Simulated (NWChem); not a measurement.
System: PbSiH4, singlet; SMILES [SiH3][PbH]

NWChem input:

```
start job
memory heap 200 mb stack 900 mb global 1100 mb
geometry units angstroms noautosym nocenter noautoz
  Pb    -0.030673     0.514245     0.155513
  H      1.787305     0.434999    -0.204657
  Si    -0.025576    -2.223673     0.026297
  H      0.910135    -2.800296     1.049433
  H      0.449852    -2.690337    -1.319436
  H     -1.368783    -2.849923     0.258306
end
basis spherical
  Pb library def2-svpd
  H library def2-svpd
  Si library def2-svpd
end
ecp
  Pb library def2-ecp
end
dft
  xc xpbe96 cpbe96
  iterations 150
end
property
  response 1 0.0
end
task dft property
```

Low-valent species are run as closed-shell singlets; no triplet was tried in these runs. All runs use the structure optimised with PBE0/def2-SVP. def2 effective core potentials on Pb; no spin-orbit coupling.

Static field.

Question: What results follow from this input? (PBE/def2-SVPD with def2 effective core potentials on Pb.) Quantities: isotropic polarisability (bohr³); anisotropy (bohr³).

Answer: 
| Property | Value |
|---|---|
| isotropic polarisability (bohr³) | 88.8 |
| anisotropy (bohr³) | 54.7 |
